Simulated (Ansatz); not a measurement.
`[CH3][GeH2][CH3]` at its PBE0-D4/def2-TZVP geometry, where that method's forces vanish. Charge 0, multiplicity 1.

```json
{"atom": "C1", "x (Å)": "0.052", "y (Å)": "1.229", "z (Å)": "-1.091"}
{"atom": "Ge2", "x (Å)": "-0.705", "y (Å)": "0.067", "z (Å)": "0.286"}
{"atom": "C3", "x (Å)": "0.593", "y (Å)": "-1.290", "z (Å)": "0.830"}
{"atom": "H4", "x (Å)": "-0.669", "y (Å)": "1.987", "z (Å)": "-1.397"}
{"atom": "H5", "x (Å)": "0.331", "y (Å)": "0.643", "z (Å)": "-1.969"}
{"atom": "H6", "x (Å)": "0.944", "y (Å)": "1.732", "z (Å)": "-0.713"}
{"atom": "H7", "x (Å)": "-1.975", "y (Å)": "-0.621", "z (Å)": "-0.258"}
{"atom": "H8", "x (Å)": "-1.112", "y (Å)": "0.914", "z (Å)": "1.511"}
{"atom": "H9", "x (Å)": "0.879", "y (Å)": "-1.904", "z (Å)": "-0.026"}
{"atom": "H10", "x (Å)": "1.490", "y (Å)": "-0.816", "z (Å)": "1.230"}
{"atom": "H11", "x (Å)": "0.174", "y (Å)": "-1.941", "z (Å)": "1.598"}
```

**Question.** For each bond, give half the difference of the two atoms' forces along it (eV/Å; positive pushes the atoms apart) under PBE-D4, r2SCAN-D4, B3LYP-D4, ωB97M-V in def2-TZVPP. (Estimate.)

**Answer.** Ansatz gave: 
| bond | length (Å) | PBE-D4 | r2SCAN-D4 | B3LYP-D4 | ωB97M-V |
| --- | --- | --- | --- | --- | --- |
| C1–Ge2 | 1.955 | 0.04 | 0.04 | 0.18 | 0.05 |
| C1–H4 | 1.091 | 0.10 | -0.01 | -0.07 | -0.05 |
| C1–H5 | 1.091 | 0.10 | -0.01 | -0.07 | -0.05 |
| C1–H6 | 1.091 | 0.10 | -0.01 | -0.07 | -0.05 |
| Ge2–C3 | 1.955 | 0.04 | 0.04 | 0.18 | 0.05 |
| Ge2–H7 | 1.544 | 0.05 | -0.06 | -0.06 | -0.08 |
| Ge2–H8 | 1.544 | 0.05 | -0.06 | -0.06 | -0.08 |
| C3–H9 | 1.091 | 0.10 | -0.01 | -0.07 | -0.05 |
| C3–H10 | 1.091 | 0.10 | -0.01 | -0.07 | -0.05 |
| C3–H11 | 1.091 | 0.10 | -0.01 | -0.07 | -0.05 |

B3LYP here is the variant with VWN-RPA as its local correlation; programs differ in this.
